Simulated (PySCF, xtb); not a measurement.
C4H3S, SMILES [c]1cccs1, multiplicity 2.

Harmonic wavenumbers (cm⁻¹) from GFN2-xTB run with xtb at its own minimum, in rising order: 332, 470, 573, 704, 732, 777, 819, 825, 843, 1047, 1069, 1154, 1276, 1435, 1550, 3117, 3150, 3162.

Problem. What does B3LYP-D3(BJ)/def2-SVP (PySCF 2.14.0) give at its own minimum? (The exact figures need the calculation; the answer reports its results.)

Solution. 383, 528, 611, 682, 724, 789, 832, 854, 915, 1035, 1083, 1209, 1338, 1442, 1567, 3202, 3223, 3246. Paired by order, the mean absolute difference is 39 cm⁻¹ and the zero-point energies are 32.9 and 33.8 kcal/mol.
